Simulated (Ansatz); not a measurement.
Gas-phase electronic energies from Ansatz, PBE0-D4/def2-TZVP geometries. CCSD(T)/CBS adds triple-zeta CCSD(T) − MP2 to the extrapolated MP2 energy (def2 sets, frozen cores). Functionals use def2-TZVPP. For Ge outer-core shells are correlated without core-valence functions, which leaves a few kJ/mol of doubt a bond. Scalar relativity is left out up to krypton. One conformer a species, not always the lowest.

Reaction (formal exchange of groups at a Ge–Si bond): `[NH2][GeH]([F])[SiH3]` + `NCOCO` → `[NH2][GeH]([OH])[F]` + `NCOC[SiH3]`

(1) Is it downhill or uphill in electronic energy at CCSD(T)/CBS, and by how much? (Best estimate.)

(2) What do these levels give: ωB97X-V, PBE, r2SCAN, PBE0, HF/def2-TZVPP, MP2/def2-TZVPP, CCSD/def2-TZVPP, HF/def2-QZVPP, MP2/def2-QZVPP, SCS-MP2/def2-QZVPP, HF/CBS(def2), CCSD/CBS(def2)? (Best estimate.)

Largest T1 diagnostic among the species: 0.012.

Results:

(1) Computed: Downhill: ΔE = -79.6 kJ/mol.

(2) Computed: ωB97X-V -74.0, PBE -59.5, r2SCAN -72.7, PBE0 -64.1, HF/def2-TZVPP -81.6, MP2/def2-TZVPP -90.0, CCSD/def2-TZVPP -80.0, HF/def2-QZVPP -82.9, MP2/def2-QZVPP -90.5, SCS-MP2/def2-QZVPP -89.0, HF/CBS(def2) -83.1, CCSD/CBS(def2) -80.0 kJ/mol.

From PBE to PBE0 (25 % exact exchange), in def2-TZVPP and without D4, ΔE moves by −4.6 kJ/mol.
